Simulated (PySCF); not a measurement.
**Telling isomers of C9H11N apart by NMR**

One computed conformer, no relativistic terms, gas phase, one averaged value for each set of equivalent atoms. Geometry from PBE0-D3(BJ)/def2-SVP; PBE0/pcSseg-1 with gauge-including orbitals; PySCF 2.14.0 with density-fitted response routines.

Shifts are taken against calculated references (same method and geometry level): ¹H and ¹³C against TMS. Where no couplings were computed, multiplicities follow the n + 1 count of equivalent neighbours, and m marks all less simple cases (inequivalent or close neighbours, rings, F or P nearby). Shifts are as computed. Against solution values, carbons near 30 ppm lie about +2 ppm off and those near 130 ppm about +5 ppm. Of 1211 compounds with measured shifts, 218 miss one by over three times the rms of a fit or turn the order of signals round; such compounds aren't used in these exercises. OH and NH positions are gas-phase values without hydrogen bonding to other molecules.

(1) Tabulate the signals of `c1cc(C2CCC2)ccn1`, `C=Cc1cccc(NC)c1` and their relative energies.

(2) What is the quickest way to tell c1cc(C2CCC2)ccn1 from C=Cc1cccc(NC)c1?

## Answers

(1) 
```tsv
SMILES	carbon types	δC	δH	E rel. (kcal/mol)
c1cc(C2CCC2)ccn1	1×C 5×CH 3×CH2	158.6, 155.7, 127.3, 43.1, 33.6, 19.4	8.70 (d, 2H), 7.13 (d, 2H), 3.00 (m, 1H), 2.20 (m, 2H), 2.08 (m, 2H), 1.96 (m, 1H), 1.78 (m, 1H)	2.5
C=Cc1cccc(NC)c1	2×C 5×CH 1×CH2 1×CH3	152.1, 146.0, 142.4, 134.4, 118.5, 116.4, 114.6, 113.5, 29.8	7.20 (m, 1H), 7.16 (m, 1H), 6.56 (m, 1H), 6.31 (d, 1H), 6.14 (m, 1H), 6.07 (s, 1H), 5.48 (m, 1H), 2.95 (br s, 1H), 2.77 (s, 3H)	0.0
```

Energies are electronic energies at PBE0/pcSseg-1 on these geometries, without zero-point or thermal terms, each for the one conformer computed, which needn't be the lowest.

(2) Count the carbon signals: 6 against 9. The first has an sp3 CH on an aromatic ring at 43.1 ppm, the second a terminal =CH2 carbon at 118.5 ppm. Their most deshielded carbons lie at 158.6 and 152.1 ppm. In the proton spectra the most deshielded non-exchanging signals are 8.70 (d, 2H) and 7.20 (m, 1H).
